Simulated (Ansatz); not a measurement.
Basis-set extrapolation for `C[SiH2]B(N)F` (PBE0-D4/def2-TZVP geometry, frozen core, the Gaussian-basis code of Ansatz). Multiplicity 1, RHF reference.

|  | def2-TZVPP | def2-QZVPP |
| --- | --- | --- |
| HF | -509.666135 | -509.685242 |
| MP2 correlation | -0.862322 | -0.928771 |
| CCSD(T) correlation | -0.940720 | not run |

Energies in hartree. Use E(X) = E(∞) + A·exp(−7.88·√X) for Hartree–Fock and E(X) = E(∞) + B·X^(−2.97) for correlation, with X = 3 and 4, and add CCSD(T) minus MP2 of the smaller set to the MP2 limit.

**Question.** What is the CCSD(T) energy at the basis-set limit?

**Answer.** HF limit: -509.685242 + (-0.019107) × 0.13774 = -509.68787. MP2 limit: -0.928771 + (-0.066449) × 0.74074 = -0.97799. Higher-order term: -0.940720 − (-0.862322) = -0.07840. Total: -510.74426 hartree, 3.74 eV below CCSD(T)/def2-TZVPP.
